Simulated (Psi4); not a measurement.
HLiO, charge +1, doublet, at a GFN2-xTB geometry (such geometries of metal compounds can be far from the true shape) (a state made from the parent by changing its charge; the spin is typed, not shown lowest). Base run: B3LYP/6-31G** (Psi4).

Geometry (Å):
```xyz
3

Li     0.0000     0.0000    -1.4249
O      0.0000     0.0000     0.3666
H      0.0000     0.0000     1.3418
```
Charge +1, spin multiplicity 2.
Orbitals are unrestricted.
All else is at Psi4's defaults (density fitting; Cartesian or spherical functions as each basis is defined).

The base run was repeated with changes; each row names its change, and settings that it needs were set with it.

```tsv
change	basis functions	E (Eh)
base	35	-83.05757
basis = 3-21G	20	-82.60311
basis = def2-SV(P)	…	…
basis = def2-SVP	28	…
basis = pcseg-1	28	-83.04245
basis = 6-311G**	42	-83.08398
basis = aug-pcseg-1	45	-83.04521
basis = def2-TZVP	51	-83.09335
basis = pcseg-2	59	-83.09343
basis = 6-311+G(2d,p)	…	…
basis = def2-TZVPP	…	…
basis = cc-pVTZ	74	-83.09058
basis = cc-pVQZ	140	-83.09804
```

Question: Fill in the missing entries.

Answer: 
- basis = def2-SV(P), basis functions: 25
- basis = def2-SV(P), E (Eh): -82.98796
- basis = def2-SVP, E (Eh): -82.99660
- basis = 6-311+G(2d,p), basis functions: 60
- basis = 6-311+G(2d,p), E (Eh): -83.08624
- basis = def2-TZVPP, basis functions: 64
- basis = def2-TZVPP, E (Eh): -83.09477

Totals compare only among sets that treat the same electrons; sets with core potentials leave the core out.

Open shells are given as the SCF converged; they aren't shown to be the lowest states, and a large step between rows can be another state.
